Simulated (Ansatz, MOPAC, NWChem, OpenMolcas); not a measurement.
C2H3ClSi (SMILES ClC1=C[SiH2]1): the zero-point energy at each level's own minimum, rung by rung

C2H3ClSi, singlet, SMILES `ClC1=C[SiH2]1`. Each level relaxes the structure for itself.

Quantity: the zero-point energy at each level's own minimum, in kJ/mol. The values are calculated.

```
                          level            kind     program  value (kJ/mol)
                            AM1  semi-empirical       MOPAC           100.6
                           MNDO  semi-empirical       MOPAC           107.9
                            PM6  semi-empirical       MOPAC            96.6
                            PM7  semi-empirical       MOPAC           108.2
                       HF/3-21G    Hartree–Fock  OpenMolcas           106.9
HF/6-31G* (Cartesian functions)    Hartree–Fock  OpenMolcas           109.2
                  BP86/def2-SVP             GGA      NWChem            96.8
          B3LYP-D3(BJ)/def2-SVP   global hybrid      NWChem           100.2
              PBE0-D4/def2-TZVP   global hybrid      Ansatz           100.9
```

Harmonic and unscaled. The values span 96.6 to 109.2 kJ/mol.
